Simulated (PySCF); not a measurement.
HNaO. Atoms are numbered in the order given.

```xyz
3

Na     0.0000     0.0000    -0.9239
O      0.0000     0.0000     1.0233
H      0.0000     0.0000     1.9761
```

The structure is a stationary point at ωB97X-D3(BJ)/def2-TZVPD. The isomer is the one that the SMILES or the coordinates give; other isomers of the formula were not compared.

These are IEF-PCM-ωB97X/def2-TZVPD (PySCF) values and carry that method's errors.

The values are the electrostatic part of the solvation free energy, E(continuum) − E(gas) at the gas-phase geometry, in a cavity of scaled van der Waals radii (PySCF's table); cavitation and dispersion terms are not included. A continuum can't describe solvent molecules that bind to the metal. In vacuum the orbital gap is 7.83 eV. The dipole moment in vacuum is 6.75 D.

```json
[
 {"solvent": "water", "ε": "78.36", "ΔG(elec) (kcal/mol)": "-17.7", "dipole (D)": "7.22", "gap (eV)": "9.88"},
 {"solvent": "1-octanol", "ε": "9.86", "ΔG(elec) (kcal/mol)": "-15.3", "dipole (D)": "7.17", "gap (eV)": "9.62"},
 {"solvent": "ethanol", "ε": "24.85", "ΔG(elec) (kcal/mol)": "…", "dipole (D)": "…", "gap (eV)": "…"}
]
```

### Question
Some entries are withheld; supply them. (The exact figures need the calculation; the answer reports its results.)

### Answer

- ethanol, ΔG(elec) (kcal/mol): -16.9
- ethanol, dipole (D): 7.20
- ethanol, gap (eV): 9.80
